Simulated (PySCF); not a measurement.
## Working out the ionisation energy of Cl+

Cl+ [Ne] 3s2 3p4 (3P) → Cl(2+) [Ne] 3s2 3p3 (4S). Calculation: PySCF 2.14, in def2-TZVPPD (6s6p4d1f, 51 functions); no relativity, point nucleus. Frozen: 1s2. Energies in hartree (1 hartree = 27.21139 eV):

```json
{"part": "UHF", "Cl+ (lower)": "-459.044585", "Cl(2+) (upper)": "-458.214838"}
{"part": "CCSD correlation", "Cl+ (lower)": "-0.306669", "Cl(2+) (upper)": "-0.274011"}
{"part": "(T)", "Cl+ (lower)": "-0.005760", "Cl(2+) (upper)": "-0.004644"}
```

Problem. What does Hartree-Fock give?

Solution. (-458.214838) − (-459.044585) = 0.829747 hartree = 22.579 eV.

Problem. What do CCSD and CCSD(T) give?

Solution. The CCSD correlation energies differ by 0.032658 hartree = 0.889 eV and the triples by 0.001116 hartree = 0.030 eV, so CCSD gives 23.468 eV and CCSD(T) 23.498 eV.

Measured between the centres of the two terms (NIST): 23.771 eV, so CCSD(T) (valence and next inner shell) is off by -0.273 eV.

What remains against the reference includes basis incompleteness, the frozen core and higher excitations.
